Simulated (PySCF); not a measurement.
C₂H₆F₂OSi, SMILES O[SiH](CF)CF.

Coordinates come from a ωB97X-D3(BJ)/def2-SVP optimisation. Other conformers were not sampled.

All values below come from PBE/def2-TZVP (PySCF).

Isolated molecule, no solvent.

Problem. Estimate the frontier levels, gap, dipole moment and polarisability. (An estimate is asked for; the answer gives what the named calculation found.)

Solution. 
```yaml
highest_occupied_level: -6.65 eV
lowest_empty_level: -0.70 eV
orbital_gap: 5.95 eV
dipole_moment: 3.02 D
quadrupole, principal values (traceless, Buckingham form, about the centre of nuclear charge): -13.18, 2.26, 10.93 D·Å
mean_static_polarisability: 55.9 bohr³ (8.29 Å³)
polarisability_principal_values: 51.8, 55.7, 60.2 bohr³
```
